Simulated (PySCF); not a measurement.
## Spin–spin couplings to the heavy atom in `Brc1ccccc1`, C6H5Br

Geometry:
```json
{"atom": "Br1", "x (Å)": "3.044", "y (Å)": "-0.751", "z (Å)": "-0.602"}
{"atom": "C2", "x (Å)": "1.242", "y (Å)": "-0.310", "z (Å)": "-0.249"}
{"atom": "C3", "x (Å)": "0.861", "y (Å)": "1.030", "z (Å)": "-0.199"}
{"atom": "C4", "x (Å)": "-0.471", "y (Å)": "1.347", "z (Å)": "0.061"}
{"atom": "C5", "x (Å)": "-1.411", "y (Å)": "0.339", "z (Å)": "0.268"}
{"atom": "C6", "x (Å)": "-1.014", "y (Å)": "-0.997", "z (Å)": "0.216"}
{"atom": "C7", "x (Å)": "0.314", "y (Å)": "-1.331", "z (Å)": "-0.043"}
{"atom": "H8", "x (Å)": "1.601", "y (Å)": "1.815", "z (Å)": "-0.363"}
{"atom": "H9", "x (Å)": "-0.773", "y (Å)": "2.396", "z (Å)": "0.101"}
{"atom": "H10", "x (Å)": "-2.453", "y (Å)": "0.593", "z (Å)": "0.471"}
{"atom": "H11", "x (Å)": "-1.744", "y (Å)": "-1.793", "z (Å)": "0.378"}
{"atom": "H12", "x (Å)": "0.631", "y (Å)": "-2.374", "z (Å)": "-0.085"}
```

Level of theory for the indirect couplings: PBE0/pcJ-1 (dyall-v2z on Br), no solvent, Gaussian nuclear model, structure from PBE0-D3(BJ)/def2-SVP (PySCF 2.14 with density-fitted X2C routines).

Non-relativistic values:
```csv
coupling,atoms,J (Hz)
"1J(79Br,13C)",Br1 – C2,-157.1
"2J(79Br,13C)",Br1 – C3/C7,5.0
"3J(79Br,13C)",Br1 – C4/C6,1.3
"3J(79Br,1H)",Br1 – H8/H12,4.3
"4J(79Br,13C)",Br1 – C5,1.5
"4J(79Br,1H)",Br1 – H9/H11,1.7
"5J(79Br,1H)",Br1 – H10,1.3
```

**Question.** What do scalar relativity and two-component X2C with spin–orbit coupling give?

**Answer.** 
| coupling | atoms | scalar (Hz) | with spin–orbit (Hz) |
| --- | --- | --- | --- |
| 1J(79Br,13C) | Br1 – C2 | -186.3 | -169.8 |
| 2J(79Br,13C) | Br1 – C3/C7 | 3.9 | 3.6 |
| 3J(79Br,13C) | Br1 – C4/C6 | 0.2 | 0.8 |
| 3J(79Br,1H) | Br1 – H8/H12 | 3.8 | 4.5 |
| 4J(79Br,13C) | Br1 – C5 | 1.7 | 1.6 |
| 4J(79Br,1H) | Br1 – H9/H11 | 1.6 | 1.7 |
| 5J(79Br,1H) | Br1 – H10 | 1.5 | 1.6 |

The largest listed coupling, 1J(79Br,13C), ends at 1.08 times its non-relativistic value: scalar relativity adds -29.2 Hz and spin–orbit coupling +16.6 Hz. Equivalent partners are averaged, as under fast rotation. Couplings to strongly quadrupolar nuclei (79Br) are seldom resolved in solution.
